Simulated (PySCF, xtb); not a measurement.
ClGeHS, SMILES [SH][Ge][Cl] (connectivity only; charge and spin as stated), neutral, multiplicity 1. One conformer was computed; it need not be the lowest.

Harmonic wavenumbers (cm⁻¹) from GFN2-xTB (xtb) at its own minimum, in rising order: 140, 267, 345, 371, 608, 2408.

Q: What does PBE0-D3(BJ)/def2-TZVP (PySCF 2.14.0) give at its own minimum? (An estimate is asked for; the answer gives what the named calculation found.)

A: 146, 377, 387, 402, 720, 2696. Paired by order, the mean absolute difference is 98 cm⁻¹ and the zero-point energies are 5.9 and 6.8 kcal/mol.
